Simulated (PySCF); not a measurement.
How methods differ on the excitation energy of Tc(2+)

Tc(2+) [Kr] 4d5 (6S) → Tc(2+) [Kr] 4d4 5p1 (high-spin determinant), as a difference of total energies. Calculation: PySCF 2.14, in aug-cc-pwCVDZ-PP with ECP28MDF; a scalar-relativistic core potential. Correlated levels: valence: 4s2 4p6 frozen; valence and next inner shell: nothing frozen outside the core potential. The calculations carry no spin-orbit coupling.

```csv
method,excitation energy (eV)
UHF,11.196
LDA,10.885
PBE,10.876
PBE0,11.131
r2SCAN,11.121
MN15,11.122
B3LYP,10.923
BLYP,10.693
CAM-B3LYP,11.032
MP2 (valence),11.500
SCS-MP2 (valence),11.298
MP2 (valence and next inner shell),11.378
SCS-MP2 (valence and next inner shell),11.260
```

How much does correlation contribute at MP2 (valence and next inner shell)?

11.378 − (11.196) = 0.182 eV, measured against UHF.

The determinant of the upper state mixes LS terms, which raises its energy above the lowest term, most at the Hartree-Fock and MP2 levels.
